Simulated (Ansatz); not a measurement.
Geometry optimisation, Ansatz, UKS B3LYP-D4/def2-SVP.

Input:

```yaml
crystal:
  periodic: [false, false, false]
  atoms:
    - { symbol: Ga, position_ang: [0.0, 0.0, 0.0] }
    - { symbol: H, position_ang: [0.0, 0.0, 1.82] }
    - { symbol: O, position_ang: [1.5501, 0.0, -0.895] }
    - { symbol: H, position_ang: [1.85, -0.9519, -1.0499] }
    - { symbol: H, position_ang: [-1.3596, 0.0, -0.785] }
    - { symbol: "N", position_ang: [0.0, 0.0, 3.18] }
    - { symbol: H, position_ang: [-0.496, -0.7725, 3.71] }
    - { symbol: H, position_ang: [0.496, 0.7725, 3.71] }
magnetization:
  spin_polarized: true
  initial_magnetization: 1
basis:
  gaussian: { orbitals: def2-SVP }
hamiltonian:
  xc: b3lyp
  dispersion: d4
relax:
  f_tol: 0.15
  max_steps: 25
  restrain:
    - { distance: [1, 5], at: 2.26, k: 30.0 }
    - { distance: [0, 1], at: 1.57, k: 30.0 }
output:
  orbitals: {}
```

Command:

```bash
$ ansatz run input.yaml --threads 2 --pin off --max-ram 3072MiB --backend cpu --events-out ev --progress --plain --runs-dir out
```

Where does it end, and by what steps?

The forces met the threshold. The restraints hold the end off the free minimum. The force dipped under the threshold on the way, but the program's further checks kept it going. After 24 steps the energy has fallen by 1.654 eV (the restraints' own energy left out); H2 moved furthest, 1.69 Å. Joined: Ga1–N6 (3.18 → 2.00 Å).

```json
{"step": "0", "energy less start (eV)": "0.0000", "largest force component (eV/Å)": "3.771", "accepted": "yes"}
{"step": "1", "energy less start (eV)": "0.5639", "largest force component (eV/Å)": "1.699", "accepted": "yes"}
{"step": "2", "energy less start (eV)": "0.5192", "largest force component (eV/Å)": "2.082", "accepted": "yes"}
{"step": "3", "energy less start (eV)": "-0.0735", "largest force component (eV/Å)": "1.331", "accepted": "yes"}
{"step": "4", "energy less start (eV)": "-0.4248", "largest force component (eV/Å)": "0.739", "accepted": "yes"}
{"step": "5", "energy less start (eV)": "-0.4846", "largest force component (eV/Å)": "0.430", "accepted": "yes"}
{"step": "6", "energy less start (eV)": "-0.4949", "largest force component (eV/Å)": "1.727", "accepted": "yes"}
{"step": "7", "energy less start (eV)": "-0.5014", "largest force component (eV/Å)": "2.107", "accepted": "yes"}
{"step": "8", "energy less start (eV)": "-0.6949", "largest force component (eV/Å)": "0.604", "accepted": "yes"}
{"step": "9", "energy less start (eV)": "-0.7336", "largest force component (eV/Å)": "0.160", "accepted": "yes"}
{"step": "10", "energy less start (eV)": "-0.7352", "largest force component (eV/Å)": "1.060", "accepted": "no"}
{"step": "11", "energy less start (eV)": "-0.7472", "largest force component (eV/Å)": "0.113", "accepted": "yes"}
{"step": "12", "energy less start (eV)": "-0.7590", "largest force component (eV/Å)": "0.380", "accepted": "yes"}
{"step": "13", "energy less start (eV)": "-0.7821", "largest force component (eV/Å)": "0.210", "accepted": "yes"}
{"step": "14", "energy less start (eV)": "-0.8153", "largest force component (eV/Å)": "0.353", "accepted": "yes"}
{"step": "15", "energy less start (eV)": "-0.8565", "largest force component (eV/Å)": "1.098", "accepted": "yes"}
{"step": "16", "energy less start (eV)": "-0.9355", "largest force component (eV/Å)": "0.526", "accepted": "yes"}
{"step": "17", "energy less start (eV)": "-1.1228", "largest force component (eV/Å)": "0.443", "accepted": "yes"}
{"step": "18", "energy less start (eV)": "-1.3505", "largest force component (eV/Å)": "0.463", "accepted": "yes"}
{"step": "19", "energy less start (eV)": "-1.5495", "largest force component (eV/Å)": "1.425", "accepted": "yes"}
{"step": "20", "energy less start (eV)": "-1.6173", "largest force component (eV/Å)": "0.908", "accepted": "yes"}
{"step": "21", "energy less start (eV)": "-1.6383", "largest force component (eV/Å)": "0.679", "accepted": "yes"}
{"step": "22", "energy less start (eV)": "-1.6358", "largest force component (eV/Å)": "0.704", "accepted": "no"}
{"step": "23", "energy less start (eV)": "-1.6404", "largest force component (eV/Å)": "1.007", "accepted": "yes"}
{"step": "24", "energy less start (eV)": "-1.6542", "largest force component (eV/Å)": "0.663", "accepted": "yes"}
```

```xyz
8
Properties=species:S:1:pos:R:3
Ga -0.161 -0.262 0.552
H 0.026 -1.623 1.359
O 1.269 0.217 -0.453
H 2.114 -0.172 -0.198
H -1.556 0.101 -0.043
N 0.049 0.362 2.442
H -0.662 0.089 3.127
H 0.962 0.336 2.904
```

Run time: 73 s on 2 threads of Arm Neoverse V1 (shared host), peak memory 0.23 GiB.
